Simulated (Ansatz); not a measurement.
A structure relaxed at PBE0-D4/def2-SVP in Ansatz, charge 0, singlet:

```xyz
5

W     0.0019    0.0041    0.0056
N     0.4334    0.9541    1.2860
Cl    0.6202   -2.0857    0.6220
Cl    1.1823    0.8393   -1.7376
Cl   -2.2378    0.2882   -0.1759
```

Question: Give its formula, name or SMILES and point group.

Answer: WNCl3. Point group C3v (tolerance 0.1 Å).

Question: Summarise the bond lengths by kind (pairs closer than 1.2 times the sum of covalent radii, bridged metal pairs left out).

Answer: 3 × Cl–W 2.26 Å; 1 × N–W 1.65 Å. The metal has 4 neighbours: N 1.65 Å, Cl 2.26 Å, Cl 2.26 Å, Cl 2.26 Å.

In the def2 sets W takes a core potential; there is no spin–orbit coupling. The restricted singlet is unstable towards broken spin symmetry in Hartree–Fock (as tested in another run); at PBE0-D4/def2-SVP this wasn't settled.
